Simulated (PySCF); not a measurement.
## A search over the determinants of KLi⁺

Unrestricted PBE0; K 6-31G(d,p), Li 6-31G(d,p); no relativity (PySCF 2.14). Outer shells of the fragments: K+ closed shells only; Li 2s1.

Followed along the bond (rough minima from three points):

```csv
2Ms+1,unpaired,⟨S²⟩ at the start,R at minimum (Å),Te (eV)
2,σ ↑,0.75,3.91,0.00
```

Solutions found at the starting distance of 3.330 Å, counted from the lowest of them; the search is not exhaustive and high or unbound solutions are not listed, so other states can lie among these:

```tsv
2Ms+1	unpaired	term	E (eV)	⟨S²⟩	⟨Lz²⟩	μ (D)
2	σ ↑	²Σ⁺	0.00	0.75	0.00	3.05
2	π ↑	²Π	2.27	0.75	1.00	1.42
2	δ ↑	²Δ	4.97	0.75	4.00	13.13
```

A term symbol is given only where ⟨S²⟩ and ⟨Lz²⟩ are close to those of a pure state; real π, δ and φ orbitals otherwise mix terms. A positive dipole points towards Li; it is taken about the centre of mass and depends on that origin.

Counting both spins, an empty level lies below a filled one in some of these solutions, because spin and occupation are held.
